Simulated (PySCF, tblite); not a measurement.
Species: C7H5FO2S.
Bonds: C1–C2, C2–O3 (double), C2–C4, C4–C5 (aromatic), C5–C6 (aromatic), C6–C7 (aromatic), C7–C8, C8–O9 (double), C8–F10, C7–S11 (aromatic), C4–S11 (aromatic). Hydrogens: H12, H13, H14 on C1; H15 on C5; H16 on C6.

Computed geometry: GFN2-xTB, gas phase.

Problem. List the bond lengths, angles and torsions at this level.

Solution. 
```json
{"bond": "C1–C2", "length (bohr)": "2.841", "order": "single"}
{"bond": "C2=O3", "length (bohr)": "2.284", "order": "double"}
{"bond": "C2–C4", "length (bohr)": "2.786", "order": "single"}
{"bond": "C4–C5", "length (bohr)": "2.608", "order": "aromatic"}
{"bond": "C5–C6", "length (bohr)": "2.633", "order": "aromatic"}
{"bond": "C6–C7", "length (bohr)": "2.610", "order": "aromatic"}
{"bond": "C7–C8", "length (bohr)": "2.728", "order": "single"}
{"bond": "C8=O9", "length (bohr)": "2.239", "order": "double"}
{"bond": "C8–F10", "length (bohr)": "2.587", "order": "single"}
{"bond": "C7–S11", "length (bohr)": "3.265", "order": "aromatic"}
{"bond": "C4–S11", "length (bohr)": "3.257", "order": "aromatic"}
{"bond": "C1–H12, C1–H13, C1–H14", "length (bohr)": "2.055", "order": "single"}
{"bond": "C5–H15", "length (bohr)": "2.031", "order": "single"}
{"bond": "C6–H16", "length (bohr)": "2.032", "order": "single"}
```

Bonds in one row agree within 0.02 bohr and their mean is given. Orders are formal, as drawn. A selection of angles:
```json
{"angle": "C1–C2–O3", "degrees": "123.7"}
{"angle": "C1–C2–C4", "degrees": "115.7"}
{"angle": "O3–C2–C4", "degrees": "120.6"}
{"angle": "C2–C4–C5", "degrees": "125.1"}
{"angle": "C2–C4–S11", "degrees": "123.1"}
{"angle": "C5–C4–S11", "degrees": "111.7"}
{"angle": "C4–C5–C6", "degrees": "113.0"}
{"angle": "C5–C6–C7", "degrees": "112.4"}
{"angle": "C6–C7–C8", "degrees": "125.4"}
{"angle": "C6–C7–S11", "degrees": "111.9"}
{"angle": "C8–C7–S11", "degrees": "122.7"}
{"angle": "C7–C8–O9", "degrees": "128.7"}
{"angle": "C7–C8–F10", "degrees": "111.7"}
{"angle": "O9–C8–F10", "degrees": "119.6"}
{"angle": "C4–S11–C7", "degrees": "90.9"}
```

Dihedral angles: C1–C2–C4–C5 180° (antiperiplanar); C6–C7–C8–O9 0° (synperiplanar).

The C–C distances run from 1.380 Å (C4–C5, aromatic) to 1.504 Å (C1–C2, drawn single), a spread of 0.124 Å. Of the pairs four or more bonds apart, S11···H13 is among the closest relative to their van der Waals radii: 2.94 Å, 98 % of the sum of Bondi's values. The 5-membered ring C4–C5–C6–C7–S11 has internal angles of 90.9° to 113.0°; it is planar, 0.00 Å rms from its mean plane, widest ring torsion 0°. The 11 heavy atoms lie in one plane (0.001 Å rms). The C–O distances run from 1.185 Å (C8=O9, drawn double) to 1.208 Å (C2=O3, drawn double), a spread of 0.023 Å.

Point group: Cs (every atom within 0.08 Å of its image). Its GFN2-xTB frequencies are all real (lowest 44 cm⁻¹). One conformer, not necessarily the lowest.
